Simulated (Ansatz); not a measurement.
Born–Oppenheimer molecular dynamics of BCl3H2 (6 atoms, charge 0, multiplicity 1). It starts at the highest image of a converged band, a first-order saddle point between two minima.

Computed with RKS B3LYP-D4/def2-SVP (Ansatz).

```
ensemble                      : NVE (velocity Verlet)
time step                     : 0.5 fs
steps asked                   : 200
starting velocities drawn for : 300 K
seed                          : 7911
```

First frame:

```xyz
6
Properties=species:S:1:pos:R:3
B 0.014 -0.246 0.055
H 0.012 0.173 1.298
Cl 1.547 0.182 -0.719
Cl -1.545 0.111 -0.701
Cl 0.065 -2.272 0.691
H 0.036 -0.871 1.396
```

How far do the bonds stretch over the last three quarters of this one trajectory? (Pairs bonded in most of those frames.)


```csv
bond,mean (Å),spread (Å),shortest,longest
B1–Cl3,1.762,0.050,1.67,1.86
B1–Cl4,1.769,0.064,1.66,1.87
B1–Cl5,1.793,0.122,1.60,2.00
H2–H6,0.770,0.042,0.71,0.84
```

Mean temperature of the second half: 2151 K. The conserved energy stayed within 0.33 meV per atom of its start (net change -0.26 meV per atom), so the integration is sound. The kinetic energy rose, since the run started high on the potential surface and went downhill. It ends in pieces (BCl3 + H2), so much of that is their flight and rotation, not heat. A run of 0.1 ps of so small a system gives no equilibrium averages. The orbitals stay closed-shell, which can raise the energy where a bond breaks towards radicals; this wasn't checked here.

Run time: 7.4 min on 1 thread of Arm Neoverse V2, with other jobs on the host, peak memory 0.17 GiB.
